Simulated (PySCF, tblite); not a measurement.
**Question.** What does the GFN2-xTB structure of `FC(F)=C(F)[P@H+]1C=CCC1` look like in three dimensions? (Charge +1.)

**Answer.** 
```xyz
17
C6H7F3P angstrom
F      4.248   -0.301   -0.257
C      3.106    0.092    0.211
F      3.225    0.929    1.222
C      1.888   -0.267   -0.210
F      1.701   -1.108   -1.231
P      0.334    0.343    0.483
C     -0.605    1.340   -0.652
C     -1.793    0.769   -0.881
C     -2.119   -0.507   -0.192
C     -0.891   -0.996    0.611
H      0.682    0.969    1.662
H     -0.245    2.262   -1.078
H     -2.529    1.204   -1.540
H     -2.427   -1.252   -0.928
H     -2.981   -0.346    0.461
H     -0.467   -1.903    0.169
H     -1.134   -1.214    1.652
```

Orientation and origin are arbitrary. Atoms count from 1 in this order. The 4 C–C bonds span 1.337 Å (C2=C4, drawn double) to 1.547 Å (C9–C10, drawn single), a spread of 0.210 Å. C4 (vinylic C–F carbon) is planar (angles 124.9°, 122.5° and 112.6°, sum 360.0°, 0.01 Å off the plane of its three neighbours). The C–P distances run from 1.779 Å (P6–C7, drawn single) to 1.819 Å (P6–C10, drawn single), a spread of 0.040 Å. C7 (alkene CH carbon) is planar (angles 126.5°, 123.7° and 109.8°, sum 360.0°, 0.00 Å off the plane of its three neighbours).

Bonds between heavy atoms (Å): F1–C2 1.295, C2–F3 1.317, C2=C4 1.337, C4–F5 1.337, C4–P6 1.807, P6–C7 1.779, C7=C8 1.338, C8–C9 1.486, C9–C10 1.547, P6–C10 1.819.

Computed geometry: GFN2-xTB, gas phase.

Point group: C1 (no symmetry element, even within 0.4 Å). Its GFN2-xTB frequencies are all real (lowest 25 cm⁻¹). Torsions: C2–C4–P6–C7 114°.

One conformer stands for the species.
